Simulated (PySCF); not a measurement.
# Calculated NMR parameters of ClB(Cl)C1=CC=CBC=C1

- Formula: C6H6B2Cl2
- SMILES: ClB(Cl)C1=CC=CBC=C1
- Carbon signals: 6
- Proton signals: 6

Numbering as in the mapped SMILES `[Cl:1][B:2]([Cl:3])[C:4]1=[CH:5][CH:6]=[CH:7][BH:8][CH:9]=[CH:10]1`; H(Xn) means a hydrogen on atom n.

- shielding tensors at PBE0/pcSseg-1 (GIAO)
- PBE0-D3(BJ)/def2-SVP structure
- program: PySCF 2.14
- rapidly exchanging positions averaged, no solvent, a single conformation, non-relativistic Hamiltonian

References, each an isolated molecule treated in the same way: $^{1}$H (σ = 31.27 ppm), $^{13}$C (σ = 184.41 ppm) vs TMS; $^{11}$B (σ = 100.73 ppm) against BF3·OEt2.

| carbon | δC, type | δH (multiplicity) | HMBC from (2–3 bonds) | span of the C tensor (ppm) |
| --- | --- | --- | --- | --- |
| C4 | 144.7, C | – | H(C10), H(C5), H(C9), H(C6) | 223 |
| C5 | 156.9, CH | 8.82 (d) | H(C10), H(C7), H(C6) | 239 |
| C6 | 153.7, CH | 8.33 (m) | H(C7), H(C5), H(B8) | 245 |
| C7 | 172.5, CH | 8.89 (m) | H(C5), H(C9), H(C6), H(B8) | 307 |
| C9 | 160.9, CH | 8.62 (m) | H(C10), H(C7), H(B8) | 295 |
| C10 | 160.3, CH | 9.09 (d) | H(C5), H(C9), H(B8) | 251 |

Other nuclei:
```json
{"atoms": "H(B8)", "nucleus": "$^{1}$H", "environment": "hydrogen on a boron bonded to 2 C, in a 7-membered ring", "δ (ppm)": "6.53", "σ (ppm)": "24.73"}
{"atoms": "B2", "nucleus": "$^{11}$B", "environment": "boron bonded to C, 2 Cl", "δ (ppm)": "58.7", "σ (ppm)": "42.0"}
{"atoms": "B8", "nucleus": "$^{11}$B", "environment": "boron bonded to 2 C, H, in a 7-membered ring", "δ (ppm)": "46.7", "σ (ppm)": "54.1"}
```

- δC 172.5, 160.9, 160.3, 156.9, 153.7: alkene CH.
- δC 144.7: fully substituted alkene carbon; the olefinic region.
- δH 9.09, 8.89, 8.82, 8.62, 8.33: hydrogen on an alkene CH.
- δH 6.53: hydrogen on a boron bonded to 2 C, in a 7-membered ring.

Hydrogens on boron are broadened and split by $^{11}$B (spin 3/2, 80 %) and 10B (spin 3). A carbon bonded to boron is broadened by the quadrupolar boron nucleus and is often missing from a measured spectrum. Shifts are as computed. Against solution values, carbons near 30 ppm lie about +2 ppm off and those near 130 ppm about +5 ppm. Of 1211 compounds with measured shifts, 218 miss one by over three times the rms of a fit or turn the order of signals round; such compounds aren't used in these exercises. No couplings were computed; multiplicities are counted from neighbouring protons, with m where these are inequivalent, close in shift, in a saturated or five-membered ring or joined by F or P, and br s for small geminal =CH2 splittings.
